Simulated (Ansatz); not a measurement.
Relaxation of Al₅Ru₂⁻ with RKS PBE-D4/def2-SVPD.

```sh
$ ansatz run in.yaml --threads 4 --pin off --events-out ev --progress --plain --max-ram 4787MiB
```

```yaml
crystal:
  periodic: [false, false, false]
  atoms:
    - {symbol: Ru, position_ang: [-0.632450, -0.559010, 1.891020]}
    - {symbol: Ru, position_ang: [-1.941690, 0.564150, 0.450950]}
    - {symbol: Al, position_ang: [0.055590, 0.057310, -2.028010]}
    - {symbol: Al, position_ang: [0.157530, 2.141230, -0.524140]}
    - {symbol: Al, position_ang: [1.612030, -1.174990, -0.364020]}
    - {symbol: Al, position_ang: [1.665120, 0.902410, 1.144620]}
    - {symbol: Al, position_ang: [-0.916140, -1.931100, -0.570420]}
basis:
  gaussian: {orbitals: def2-SVPD}
total_charge: -1
hamiltonian: {xc: pbe, dispersion: d4}
scf: {lower_state_search: "off"}
output: {orbitals: {seedname: orbitals}}
relax: {f_tol: 0.02, max_steps: 100}
```

It took 2.5 min on 4 threads of Intel Xeon on a shared host.

Positions (Å) and forces (eV/Å) at steps 1, 2, 3, 4, 5, 6, 7, 8, 9, 10, 11, 12, 13, 14, 15, 16, 17, 18, 19, 20, 21, 22, 23, 24, 25, 26 of 26:

```xyz
7
step=1 energy=-38123.4804 eV
Ru   -0.632   -0.559    1.891    0.628    0.575   -2.416
Ru   -1.942    0.564    0.451    2.514   -0.749   -0.503
Al    0.056    0.057   -2.028   -0.602    0.516    0.132
Al    0.158    2.141   -0.524   -1.006   -0.404    0.308
Al    1.612   -1.175   -0.364    0.055   -0.228    0.627
Al    1.665    0.902    1.145   -0.794   -0.306    0.666
Al   -0.916   -1.931   -0.570   -0.795    0.595    1.186
7
step=2 energy=-38124.6176 eV
Ru   -0.521   -0.556    1.742    1.264   -0.239   -0.849
Ru   -1.779    0.541    0.345    1.012    0.051   -1.210
Al    0.004    0.083   -2.003   -0.429    0.205    0.353
Al    0.083    2.123   -0.490   -0.465   -0.151    0.291
Al    1.595   -1.189   -0.313   -0.211   -0.148    0.350
Al    1.600    0.886    1.200   -0.580    0.065    0.450
Al   -0.981   -1.888   -0.481   -0.591    0.217    0.616
7
step=3 energy=-38125.2500 eV
Ru   -0.378   -0.585    1.618    1.016   -0.596    0.032
Ru   -1.641    0.518    0.210   -0.185    0.313   -0.867
Al   -0.065    0.099   -1.932   -0.164    0.009    0.349
Al    0.061    2.146   -0.459    0.075    0.204    0.046
Al    1.535   -1.196   -0.251   -0.314   -0.167    0.145
Al    1.552    0.925    1.251   -0.118    0.420    0.251
Al   -1.064   -1.907   -0.437   -0.310   -0.183    0.046
7
step=4 energy=-38125.5207 eV
Ru   -0.233   -0.655    1.508    0.556   -0.422    0.398
Ru   -1.563    0.501    0.116   -0.731    0.398   -0.042
Al   -0.104    0.106   -1.830    0.245    0.151   -0.140
Al    0.075    2.222   -0.452   -0.026    0.144   -0.369
Al    1.446   -1.227   -0.176    0.153   -0.462   -0.172
Al    1.540    1.035    1.285   -0.098    0.209    0.324
Al   -1.161   -1.983   -0.452   -0.100   -0.019    0.001
7
step=5 energy=-38125.7658 eV
Ru   -0.142   -0.738    1.481    0.360   -0.226    0.130
Ru   -1.534    0.526    0.149   -0.183    0.309    0.123
Al   -0.044    0.138   -1.768    0.142    0.146    0.129
Al    0.028    2.319   -0.527   -0.188    0.223   -0.423
Al    1.466   -1.376   -0.172    0.379   -0.525   -0.083
Al    1.449    1.105    1.293   -0.427   -0.115    0.103
Al   -1.224   -1.973   -0.455   -0.083    0.188    0.021
7
step=6 energy=-38126.1863 eV
Ru   -0.058   -0.835    1.452    0.290   -0.450    0.059
Ru   -1.469    0.572    0.211   -0.027    0.660    0.159
Al    0.023    0.168   -1.665    0.210   -0.060    0.197
Al   -0.046    2.443   -0.624   -0.314    0.313   -0.267
Al    1.521   -1.566   -0.160    0.425   -0.593   -0.041
Al    1.303    1.145    1.254   -0.589   -0.121   -0.155
Al   -1.274   -1.926   -0.467    0.005    0.250    0.048
7
step=7 energy=-38126.6735 eV
Ru    0.008   -0.932    1.416    0.145   -0.593   -0.151
Ru   -1.402    0.643    0.278    0.041    0.892    0.131
Al    0.096    0.185   -1.554    0.244   -0.189    0.165
Al   -0.134    2.557   -0.701   -0.369    0.196   -0.060
Al    1.585   -1.753   -0.140    0.296   -0.509    0.013
Al    1.150    1.166    1.179   -0.449    0.062   -0.205
Al   -1.304   -1.866   -0.479    0.091    0.141    0.108
7
step=8 energy=-38127.0570 eV
Ru    0.055   -1.027    1.344   -0.060   -0.198   -0.353
Ru   -1.353    0.775    0.337    0.174    0.322   -0.053
Al    0.159    0.167   -1.450    0.107   -0.081    0.181
Al   -0.227    2.649   -0.745   -0.280    0.169    0.011
Al    1.664   -1.931   -0.122    0.219   -0.310    0.052
Al    1.016    1.187    1.111    0.031    0.245    0.077
Al   -1.314   -1.820   -0.476   -0.190   -0.148    0.086
7
step=9 energy=-38127.2291 eV
Ru    0.104   -1.057    1.210   -0.227    0.215   -0.501
Ru   -1.329    0.862    0.347    0.330   -0.121   -0.030
Al    0.209    0.143   -1.354    0.235   -0.300    0.396
Al   -0.304    2.729   -0.768   -0.222    0.138    0.014
Al    1.754   -2.101   -0.105   -0.178    0.126   -0.073
Al    0.974    1.272    1.141    0.103    0.064    0.078
Al   -1.407   -1.849   -0.470   -0.041   -0.121    0.117
7
step=10 energy=-38127.3869 eV
Ru    0.093   -1.039    1.107   -0.017    0.017   -0.095
Ru   -1.284    0.896    0.357   -0.033    0.050   -0.026
Al    0.326    0.061   -1.221    0.131   -0.070    0.022
Al   -0.386    2.782   -0.791   -0.072   -0.002   -0.032
Al    1.746   -2.138   -0.152    0.012   -0.032   -0.077
Al    0.975    1.326    1.164    0.160    0.211    0.218
Al   -1.470   -1.887   -0.463   -0.181   -0.174   -0.008
7
step=11 energy=-38127.4410 eV
Ru    0.147   -1.032    1.064   -0.152    0.166   -0.115
Ru   -1.252    0.906    0.346    0.150   -0.104    0.167
Al    0.449    0.071   -1.160    0.063   -0.014   -0.056
Al   -0.441    2.778   -0.851   -0.018    0.067   -0.085
Al    1.661   -2.271   -0.261    0.030   -0.018   -0.013
Al    0.926    1.471    1.292   -0.080   -0.078    0.044
Al   -1.491   -1.923   -0.429    0.007   -0.020    0.058
7
step=12 energy=-38127.4623 eV
Ru    0.074   -1.043    1.028    0.068    0.079   -0.017
Ru   -1.206    0.986    0.431    0.163    0.086    0.005
Al    0.421    0.098   -1.149    0.073   -0.011   -0.090
Al   -0.456    2.767   -0.941   -0.004    0.010    0.059
Al    1.663   -2.238   -0.256    0.033    0.038    0.010
Al    0.982    1.460    1.354   -0.195   -0.102   -0.019
Al   -1.478   -2.030   -0.466   -0.137   -0.101    0.052
7
step=13 energy=-38127.4208 eV rejected
Ru    0.002   -1.056    0.938    0.130   -0.098    0.071
Ru   -1.127    1.104    0.499   -0.070    0.059   -0.349
Al    0.428    0.125   -1.156   -0.092    0.110   -0.103
Al   -0.451    2.792   -1.046    0.060   -0.243    0.278
Al    1.706   -2.180   -0.277   -0.174    0.143    0.077
Al    0.984    1.426    1.469    0.089    0.015   -0.011
Al   -1.541   -2.211   -0.427    0.055    0.014    0.037
7
step=14 energy=-38127.4735 eV
Ru    0.068   -1.035    0.993    0.021   -0.034   -0.028
Ru   -1.190    1.011    0.417   -0.050   -0.010   -0.098
Al    0.423    0.101   -1.183   -0.068   -0.067    0.020
Al   -0.419    2.786   -0.941    0.019    0.021    0.049
Al    1.689   -2.200   -0.269   -0.066    0.020    0.006
Al    0.945    1.432    1.389    0.043    0.028    0.026
Al   -1.517   -2.093   -0.407    0.102    0.043    0.026
7
step=15 energy=-38127.4750 eV
Ru    0.121   -1.018    1.007   -0.092   -0.049   -0.025
Ru   -1.207    0.974    0.364   -0.085   -0.030   -0.048
Al    0.441    0.072   -1.192   -0.023    0.055   -0.012
Al   -0.409    2.807   -0.898    0.007    0.006    0.002
Al    1.669   -2.242   -0.292    0.040   -0.028    0.008
Al    0.892    1.451    1.384    0.163    0.109    0.069
Al   -1.507   -2.044   -0.374   -0.010   -0.063    0.006
7
step=16 energy=-38127.4804 eV
Ru    0.061   -1.000    0.965    0.008   -0.155    0.046
Ru   -1.213    1.026    0.349    0.109    0.118   -0.033
Al    0.360    0.069   -1.241   -0.056   -0.033    0.024
Al   -0.350    2.877   -0.848    0.002   -0.069    0.033
Al    1.696   -2.204   -0.240   -0.069    0.075   -0.012
Al    0.931    1.422    1.369   -0.083    0.022   -0.050
Al   -1.485   -2.191   -0.354    0.089    0.042   -0.007
7
step=17 energy=-38127.4858 eV
Ru    0.042   -1.004    0.971    0.060   -0.113    0.016
Ru   -1.203    1.048    0.371    0.040    0.124   -0.029
Al    0.335    0.067   -1.237   -0.045   -0.028    0.020
Al   -0.337    2.866   -0.868    0.010   -0.045    0.040
Al    1.683   -2.184   -0.247   -0.026    0.045    0.014
Al    0.940    1.425    1.381   -0.074   -0.011   -0.054
Al   -1.461   -2.218   -0.372    0.037    0.027   -0.006
7
step=18 energy=-38127.4942 eV
Ru   -0.005   -1.007    0.966    0.083   -0.039   -0.050
Ru   -1.196    1.103    0.393    0.055    0.092   -0.026
Al    0.246    0.046   -1.256   -0.045   -0.031    0.053
Al   -0.279    2.879   -0.864    0.004   -0.035    0.043
Al    1.698   -2.123   -0.225   -0.036    0.058    0.044
Al    0.961    1.406    1.377   -0.083   -0.065   -0.067
Al   -1.424   -2.304   -0.390    0.021    0.020    0.002
7
step=19 energy=-38127.5102 eV
Ru   -0.103   -1.008    0.946    0.101    0.014   -0.207
Ru   -1.187    1.212    0.423    0.192   -0.065   -0.091
Al    0.061    0.000   -1.298   -0.102    0.013    0.205
Al   -0.157    2.917   -0.836   -0.009   -0.091    0.052
Al    1.741   -1.982   -0.161   -0.185    0.133    0.100
Al    1.005    1.339    1.344   -0.105   -0.111   -0.097
Al   -1.360   -2.478   -0.417    0.107    0.107    0.037
7
step=20 energy=-38127.5189 eV
Ru   -0.178   -1.013    0.945    0.121    0.005   -0.321
Ru   -1.180    1.278    0.464    0.342   -0.188   -0.153
Al   -0.070   -0.027   -1.305   -0.146    0.063    0.294
Al   -0.084    2.914   -0.828   -0.043   -0.079    0.039
Al    1.767   -1.860   -0.097   -0.285    0.145    0.140
Al    1.055    1.276    1.289   -0.164   -0.147   -0.096
Al   -1.310   -2.567   -0.468    0.176    0.201    0.097
7
step=21 energy=-38127.5055 eV rejected
Ru   -0.249   -0.980    0.949   -0.127   -0.405    0.100
Ru   -1.156    1.327    0.468   -0.058    0.196    0.104
Al   -0.267   -0.019   -1.309   -0.071    0.015   -0.090
Al    0.011    2.877   -0.843    0.031    0.029    0.020
Al    1.746   -1.680   -0.027    0.277   -0.190    0.069
Al    1.085    1.083    1.249    0.146    0.541   -0.021
Al   -1.171   -2.607   -0.488   -0.197   -0.186   -0.182
7
step=22 energy=-38127.5498 eV
Ru   -0.219   -1.026    0.945    0.055    0.072   -0.069
Ru   -1.150    1.304    0.498    0.030   -0.075   -0.016
Al   -0.166   -0.012   -1.284   -0.016   -0.046    0.040
Al   -0.079    2.902   -0.846    0.003    0.006    0.005
Al    1.770   -1.811   -0.013   -0.145    0.114    0.044
Al    1.096    1.214    1.228    0.013   -0.107   -0.016
Al   -1.253   -2.572   -0.528    0.060    0.037    0.012
7
step=23 energy=-38127.5576 eV
Ru   -0.264   -1.030    0.950    0.011    0.076   -0.063
Ru   -1.128    1.325    0.512   -0.034   -0.007    0.037
Al   -0.234   -0.028   -1.283   -0.087    0.083   -0.027
Al   -0.055    2.909   -0.844    0.034   -0.077    0.017
Al    1.765   -1.727    0.036    0.119   -0.103    0.047
Al    1.132    1.152    1.187   -0.024    0.044   -0.006
Al   -1.215   -2.602   -0.557   -0.019   -0.016   -0.004
7
step=24 energy=-38127.5644 eV
Ru   -0.282   -1.019    0.930   -0.047   -0.029    0.050
Ru   -1.126    1.352    0.536    0.030   -0.009    0.003
Al   -0.343   -0.014   -1.297   -0.023   -0.014   -0.006
Al   -0.006    2.881   -0.844   -0.008    0.058   -0.020
Al    1.783   -1.688    0.084    0.043   -0.044   -0.005
Al    1.144    1.120    1.171   -0.003    0.030    0.001
Al   -1.170   -2.632   -0.579    0.009    0.009   -0.023
7
step=25 energy=-38127.5659 eV
Ru   -0.291   -1.019    0.932   -0.025   -0.006    0.032
Ru   -1.118    1.363    0.545    0.028   -0.024   -0.001
Al   -0.364   -0.011   -1.293   -0.003    0.009   -0.013
Al   -0.017    2.897   -0.846    0.002   -0.007    0.000
Al    1.780   -1.709    0.110    0.011    0.013   -0.005
Al    1.157    1.114    1.150   -0.006    0.013   -0.005
Al   -1.147   -2.635   -0.597   -0.007    0.003   -0.008
7
step=26 energy=-38127.5661 eV
Ru   -0.294   -1.022    0.933   -0.013    0.010    0.011
Ru   -1.115    1.361    0.547    0.005   -0.012    0.008
Al   -0.367   -0.012   -1.292    0.000    0.003   -0.009
Al   -0.016    2.894   -0.848    0.002   -0.002   -0.003
Al    1.782   -1.701    0.113    0.006   -0.003   -0.005
Al    1.160    1.113    1.149   -0.004    0.002   -0.001
Al   -1.149   -2.633   -0.601    0.003    0.001   -0.001
```

In the def2 sets Ru takes a core potential; there is no spin–orbit coupling. The restricted singlet is unstable towards broken spin symmetry in Hartree–Fock (as tested in another run); at PBE-D4/def2-SVPD this wasn't settled. Another isomer (singlet) lies 0.36 eV lower at PBE0-D4/def2-TZVPD; other spin states weren't run for this one.
